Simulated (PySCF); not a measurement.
Q: What does the PBE0-D3(BJ)/def2-SVP structure of Cd(NH2)2, `[NH2][Cd][NH2]` look like in three dimensions? (Singlet state.)

A: 
```
atom  x, y, z in Å
Cd1    0.0414   -0.0364    0.0002
N2     0.2603    0.0083    1.9868
H3    -0.1062    0.8439    2.4382
H4    -0.1324   -0.7899    2.4823
N5    -0.0128   -0.2607   -1.9858
H6     0.7917    0.1132   -2.4859
H7    -0.8421    0.1217   -2.4357
```

Any rigid rotation of these coordinates is as good. Atoms count from 1 in this order. N2 (nitrogen bonded to Cd and 2 H) is pyramidal (angles 115.1°, 114.8° and 106.8°, sum 336.7°, 0.35 Å off the plane of its three neighbours).

Bonds between heavy atoms (Å): Cd1–N2 1.999, Cd1–N5 1.999.

Method: PySCF 2.14.0, PBE0-D3(BJ)/def2-SVP geometry optimisation, gas phase, def2 core potentials past Kr.

Point group: C2 (every atom within 0.08 Å of its image). Stationary, but not proved a minimum.

On x86-64 server, one thread, no GPU, on a shared host, this took 18 s wall. That covers the optimisation of the geometry.
